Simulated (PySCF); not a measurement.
A GIAO shielding run with PySCF 2.14 (density fitting, non-relativistic, gas phase) on `C1=CC[SiH2][Si@]1(C(C)=O)Cl`, C5H9ClOSi2:

```
$ OMP_NUM_THREADS=1 python probes_run.py task.json out

{"job": {"kind": "nmr", "xc": "PBE0", "basis": "pcSseg-1"}, "charge": 0, "multiplicity": 1}
C      3.184609    -0.223006     0.344393
C      1.739442    -0.227687     0.752182
O      1.359182    -0.679290     1.809055
Si     0.419492     0.517738    -0.448203
Cl     1.418346     1.496623    -1.944884
C     -0.589992    -0.915915    -1.152373
C     -1.866036    -1.009770    -0.790518
C     -2.552868    -0.060763     0.140268
Si    -1.414312     1.401042     0.646755
H      3.501769     0.806426     0.188978
H      3.290166    -0.744136    -0.605084
H      3.808311    -0.693893     1.100932
H     -0.171659    -1.652205    -1.825229
H     -2.485793    -1.817747    -1.165658
H     -3.480332     0.276637    -0.328260
H     -2.862303    -0.623143     1.024412
H     -1.329326     1.497575     2.103895
H     -1.977456     2.657830     0.137681
```

Hardware: 1 thread of an Arm Neoverse N1, shared host. The job also computes population analyses, field gradients, ring-centre shieldings.

**Question.** How large is the calculation?

**Answer.** 92 electrons, 219 basis functions and 1205 auxiliary functions.

**Question.** How long does it take, and how much memory does it need?

**Answer.** 110 s of wall time, with 15 SCF cycles and 5 response iterations; peak memory 1.1 GiB. Times on a shared host scatter by some tens of per cent.
